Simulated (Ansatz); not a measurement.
The multiplicity is imposed and other spin states were not computed.

Cartesian coordinates (Å):
```xyz
8

Cu    -0.0676    -0.1496     0.0475
N     -1.2608    -2.7793     0.8816
C     -0.7924    -1.7467     0.5536
H     -1.6610    -3.6606     1.1610
C      0.6994     1.5397    -0.4868
H      1.8072     1.4982    -0.5161
H      0.4231     2.3564     0.2106
H      0.3588     1.8456    -1.4968
```
Charge 0, multiplicity 1.

Method: frozen-core CCSD(T)/def2-TZVPP // TPSS-D3(BJ)/def2-SVP (Ansatz, a program for electronic structure).

```yaml
HF energy: -1771.43661 Ha
MP2 correlation energy: -1.44762 Ha
```

### Question
Estimate the CCSD correlation energy, the (T) correction, the total energy and the T1 diagnostic.

### Answer

```yaml
CCSD correlation energy: -1.32795 Ha
"(T) correction": -0.05755 Ha
CCSD(T) total energy: -1772.82211 Ha
T1 diagnostic: 0.026
```
